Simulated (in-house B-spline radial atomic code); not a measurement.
Settings and results of a run for Bi⁵⁺. Computed with a radial B-spline atomic code at the basis-set limit: Dirac-Kohn-Sham PBE0, spherical fractional occupations, Fermi nucleus of rms radius 5.5211 fm.

Command:
```bash
python run_scf.py task.json out
```
Settings (nuclear radius in fm, mass in u):
```
Z                83
configuration    [Xe] 4f14 5d10
hamiltonian      dirac
method           pbe0
spin_polarised   False
nucleus          fermi
rms_radius       5.5211
atomic_mass      208.9804
speed_of_light   137.035999084
```

Output (hartree, bohr):
```
 radial grid: 68 intervals, B-splines of order 8, outer radius 25.4386 bohr

 iter        energy (Eh)    residual
    1      -21563.359730    9.64e-01
    2      -21567.207407    2.37e-01
    3      -21568.307375    5.77e-02
    4      -21568.368514    1.88e-02
    5      -21568.374581    6.80e-03
    6      -21568.375625    3.56e-04
    7      -21568.375626    2.18e-04
    8      -21568.375627    1.23e-05
    9      -21568.375627    6.43e-07

 total energy                    -21568.37563
 kinetic                           25188.0899
 electron-nucleus                 -54497.2048
 Hartree                            8136.6758
 exact exchange                      -96.9916
 exchange-correlation               -298.9450

 first-order corrections (not in the total)
   Gaunt                            28.9456
   retardation                      -3.0697
   frequency dependence             -0.5936
   self-energy                      22.0439
   Uehling                          -4.7545
   Wichmann-Kroll                    0.2224
   recoil                            0.0336

 orbital      occ     eigenvalue          <r>       <r^2>       <1/r>       r_max    small
 1s1/2      2.000     -3332.4177    0.0157963 0.000346425     103.171    0.009661  1.00e-01
 2s1/2      2.000      -601.4448    0.0657802  0.00518868     25.5742     0.05642  2.32e-02
 2p1/2      2.000      -577.8778    0.0539029   0.0036457     25.5253      0.0412  2.33e-02
 2p3/2      4.000      -492.6045    0.0629367  0.00482456     20.2407     0.04902  2.05e-02
 3s1/2      2.000      -147.3835     0.170957   0.0335828     9.37845      0.1587  7.84e-03
 3p1/2      2.000      -136.7015     0.161523    0.030491     9.28826      0.1478  7.79e-03
 3p3/2      4.000      -117.5486     0.177956   0.0367889     7.90617      0.1635  6.95e-03
 3d3/2      4.000      -100.0207     0.154531   0.0280321     7.80152      0.1269  6.83e-03
 3d5/2      6.000       -95.9689     0.159503   0.0297361     7.49623      0.1312  6.61e-03
 4s1/2      2.000       -35.7597     0.376911    0.160475     3.98333      0.3564  2.71e-03
 4p1/2      2.000       -31.0969     0.377788    0.162512     3.87409      0.3538  2.61e-03
 4p3/2      4.000       -26.3604      0.41199    0.192905     3.40192      0.3854  2.30e-03
 4d3/2      4.000       -18.7564     0.415721    0.199574      3.2059      0.3763  2.09e-03
 4d5/2      6.000       -17.8696     0.426689    0.210022     3.09915      0.3859  2.01e-03
 5s1/2      2.000        -8.0205     0.833866    0.778496     1.65964      0.7731  7.34e-04
 5p1/2      2.000        -6.3837     0.886028    0.883502     1.54196      0.8084  6.50e-04
 5p3/2      4.000        -5.4668      0.97114     1.06082     1.37244       0.883  5.53e-04
 4f5/2      6.000        -7.9860     0.437396    0.228231     2.76776      0.3402  1.65e-03
 4f7/2      8.000        -7.7823     0.443482    0.234551     2.72705      0.3446  1.62e-03
 5d3/2      4.000        -3.1256      1.16892      1.5606     1.11804        1.01  3.81e-04
 5d5/2      6.000        -3.0078      1.20405      1.6553     1.08041       1.039  3.60e-04
```

Time taken, with all properties: 2.6 s on 1 thread of Arm Neoverse V1 (shared host).

For the Dirac Hamiltonian the kinetic term is c α·p + (β - 1)c².
